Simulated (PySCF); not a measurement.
A series of related molecules.

All values: B3LYP/def2-SVPD (PySCF) at GFN2-xTB geometries, gas phase, one conformer each. Core orbitals are frozen in the response; Δα² is half the sum of the squared differences of the principal polarisabilities.

(1) Rank by dipole moment, lowest first.
A. `[O:1]=[CH:2][NH:3][SiH:4]1[CH2:5][CH2:6]1` with O1–C2–N3–Si4 2°, C2–N3–Si4–C5 -152°
B. `[CH3:1][N:2]([CH3:3])[SiH:4]1[CH2:5][CH2:6]1` with C1–N2–Si4–C5 133°
C. `[cH:1]1[cH:2][o:3][c:4]([SiH:5]2[CH2:6][CH2:7]2)[cH:8]1` with O3–C4–Si5–C6 154°
D. `[CH3:1][C:2](=[O:3])[SiH:4]1[CH2:5][CH2:6]1` with C1–C2–Si4–C5 -28°
E. `[CH2:1]=[N:2][SiH:3]1[CH2:4][CH2:5]1` with C1–N2–Si3–C4 155°

(2) Rank by polarisability anisotropy Δα, lowest first.
A. `[cH:1]1[cH:2][o:3][c:4]([SiH:5]2[CH2:6][CH2:7]2)[cH:8]1` with O3–C4–Si5–C6 154°
B. `[O:1]=[CH:2][NH:3][SiH:4]1[CH2:5][CH2:6]1` with O1–C2–N3–Si4 2°, C2–N3–Si4–C5 -152°
C. `[CH3:1][N:2]([CH3:3])[SiH:4]1[CH2:5][CH2:6]1` with C1–N2–Si4–C5 133°
D. `[CH3:1][C:2](=[O:3])[SiH:4]1[CH2:5][CH2:6]1` with C1–C2–Si4–C5 -28°
E. `[CH2:1]=[N:2][SiH:3]1[CH2:4][CH2:5]1` with C1–N2–Si3–C4 155°

(3) Rank by mean static polarisability, highest first.
A. `O=CN[SiH]1CC1`
B. `CN(C)[SiH]1CC1`
C. `[SiH]1(C(=O)C)CC1`
D. `C=N[SiH]1CC1`
E. `c1coc([SiH]2CC2)c1`

Results:

(1) C (0.92 D), B (1.07 D), E (1.49 D), D (2.87 D), A (3.20 D).

(2) C (3.41 Å³), B (3.79 Å³), D (4.98 Å³), E (7.10 Å³), A (8.90 Å³).

(3) E (14.95 Å³), B (12.55 Å³), C (11.88 Å³), D (11.32 Å³), A (10.78 Å³).

All values together:

| SMILES | formula | μ (D) | HOMO (eV) | LUMO (eV) | α (Å³) | Δα (Å³) | electrons | α per electron (Å³) |
| --- | --- | --- | --- | --- | --- | --- | --- | --- |
| C=N[SiH]1CC1 | C3H7NSi | 1.49 | -6.23 | -1.27 | 11.32 | 7.10 | 46 | 0.246 |
| CC(=O)[SiH]1CC1 | C4H8OSi | 2.87 | -6.77 | -1.60 | 11.88 | 4.98 | 54 | 0.220 |
| c1coc([SiH]2CC2)c1 | C6H8OSi | 0.92 | -6.02 | -0.68 | 14.95 | 8.90 | 66 | 0.226 |
| CN(C)[SiH]1CC1 | C4H11NSi | 1.07 | -6.25 | 0.38 | 12.55 | 3.41 | 56 | 0.224 |
| O=CN[SiH]1CC1 | C3H7NOSi | 3.20 | -6.59 | -0.34 | 10.78 | 3.79 | 54 | 0.200 |

Conformers: `[CH2:1]=[N:2][SiH:3]1[CH2:4][CH2:5]1` with C1–N2–Si3–C4 155°; `[CH3:1][C:2](=[O:3])[SiH:4]1[CH2:5][CH2:6]1` with C1–C2–Si4–C5 -28°; `[cH:1]1[cH:2][o:3][c:4]([SiH:5]2[CH2:6][CH2:7]2)[cH:8]1` with O3–C4–Si5–C6 154°; `[CH3:1][N:2]([CH3:3])[SiH:4]1[CH2:5][CH2:6]1` with C1–N2–Si4–C5 133°; `[O:1]=[CH:2][NH:3][SiH:4]1[CH2:5][CH2:6]1` with O1–C2–N3–Si4 2°, C2–N3–Si4–C5 -152°.
